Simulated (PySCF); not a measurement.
## Stretching RbLi

Set-up: PySCF, scalar-relativistic core potentials, basis sets Rb def2-SVPD with ECP28, Li def2-SVPD. Energies in eV from Rb + Li in their ground configurations at the same level. State: ¹Σ⁺ (singlet), closed shell.

```csv
R (Å),B2PLYP
3.069,-0.4579
3.212,-0.5241
3.355,-0.5626
3.462,-0.5764
3.569,-0.5794
3.676,-0.5735
3.819,-0.5543
3.997,-0.5164
4.211,-0.4570
4.497,-0.3647
```

Task: Put a parabola through the three lowest points of the B2PLYP curve and estimate Re, k and ωe (reduced mass 6.481 u; 1 eV/Å² = 0.16022 mdyn/Å; ωe = 1302.8·√(k/μ) cm⁻¹).

Result: Through R = 3.462, 3.569, 3.676 Å the second-order coefficient is 0.389 eV/Å², so Re ≈ 3.552 Å, k ≈ 0.125 mdyn/Å and ωe ≈ 181 cm⁻¹. A polynomial fit of higher order to the unrounded B2PLYP energies gives Re = 3.549 Å, k = 0.130 mdyn/Å, ωe = 184 cm⁻¹; anharmonicity and rounding make the difference.

The higher-order fit for each curve: B2PLYP: Re = 3.549 Å, ωe = 184 cm⁻¹, De = 0.58 eV.

Correlated steps freeze no core orbitals. Closed-shell solutions of metal pairs were not tested for spin polarisation, which can lower them a little. B2PLYP dipoles, levels and charges come from its SCF part alone.
